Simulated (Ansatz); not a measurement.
One change: `FB1[SiH2][SiH2]1` becomes `CB1[SiH2][SiH2]1`.

Ansatz, PBE0-D4/def2-TZVP geometries, multiplicity 1. 

```csv
property,`FB1[SiH2][SiH2]1`
HOMO–LUMO gap (ωB97M-V/def2-TZVPP) / eV,8.70
"ideal-gas entropy at 298 K and 1 bar (rigid rotor, harmonic PBE0-D4/def2-TZVP) / J/(mol·K)",330
LUMO energy (ωB97M-V/def2-TZVPP) / eV,-0.19
HOMO energy (ωB97M-V/def2-TZVPP) / eV,-8.89
LUMO energy (PBE/def2-TZVPP) / eV,-3.09
HOMO–LUMO gap (PBE0/def2-TZVPP) / eV,4.73
```

(1) What does the change do to each property? (An estimate is asked.)

Results:

(1) Computed: 
| property | `CB1[SiH2][SiH2]1` | shift |
| --- | --- | --- |
| HOMO–LUMO gap (ωB97M-V/def2-TZVPP) / eV | 8.72 | 0.02 |
| ideal-gas entropy at 298 K and 1 bar (rigid rotor, harmonic PBE0-D4/def2-TZVP) / J/(mol·K) | 340 | 10 |
| LUMO energy (ωB97M-V/def2-TZVPP) / eV | 0.38 | 0.57 |
| HOMO energy (ωB97M-V/def2-TZVPP) / eV | -8.35 | 0.54 |
| LUMO energy (PBE/def2-TZVPP) / eV | -2.41 | 0.68 |
| HOMO–LUMO gap (PBE0/def2-TZVPP) / eV | 4.94 | 0.21 |

With PBE0 the HOMO rises by 0.46 eV and the LUMO rises by 0.67 eV, so the gap widens by about 0.21 eV. PBE moves the HOMO by 0.17 eV and ωB97M-V by 0.54 eV. The zero-point energy changes by 91.2 kJ/mol with +9 modes.
